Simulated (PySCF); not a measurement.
Compound: InH2F.
Bonds: In1–F4. Hydrogens: H2, H3 on In1.

Method: PBE0-D3(BJ)/def2-SVP geometry optimisation, gas phase, def2 core potentials past Kr (PySCF); density fitting, grid level 1; the optimiser is geomeTRIC in internal coordinates, started from a GFN2-xTB structure with every atom displaced at random (about 0.03 Å).

Step 0: E = -7917.9694 eV
```
atom  x, y, z in Å  |  force x, y, z in eV/Å
In1     0.1302    0.0411    0.0124   -0.564   3.787  -0.098
H2      1.7344   -0.0809    0.0076    1.670  -0.202   0.038
H3     -0.9578    1.4987   -0.0442    0.527  -0.816   0.067
F4     -0.8235   -1.5493   -0.0062   -1.633  -2.769  -0.008
```

Step 1: E = -7918.2570 eV
```
atom  x, y, z in Å  |  force x, y, z in eV/Å
In1     0.1065    0.1205   -0.0217    0.120  -0.682   0.082
H2      1.8403   -0.0564    0.0212   -0.357  -0.071  -0.034
H3     -0.9488    1.4482   -0.0318   -0.197   0.187  -0.030
F4     -0.9147   -1.6027    0.0018    0.434   0.566  -0.017
```

Problem. Estimate the geometry and energy of step 2. (The exact step hangs on the optimiser's Hessian estimate; all steps are aligned on step 1, rigid shifts and turns removed.)

Solution. E = -7918.2821 eV, largest force 0.198 eV/Å
```
atom  x, y, z in Å  |  force x, y, z in eV/Å
In1     0.1166    0.1296   -0.0066   -0.091  -0.057  -0.009
H2      1.8236   -0.0971    0.0157   -0.117  -0.011   0.002
H3     -0.9799    1.4578   -0.0380    0.063  -0.066   0.004
F4     -0.8770   -1.5808   -0.0017    0.146   0.134   0.003
```

The energy changes by -0.0251 eV. The first-order estimate −F·Δx gives -0.0422 eV and the mean of the old and new forces, exact on a quadratic surface, -0.0244 eV. The step makes an angle of 58° with the force vector and moves no atom by more than 0.044 Å.

What follows is the cost of the whole optimisation. Time: 7.9 s wall; peak memory 0.24 GiB. Hardware: one thread of an Arm Neoverse V2, shared host.
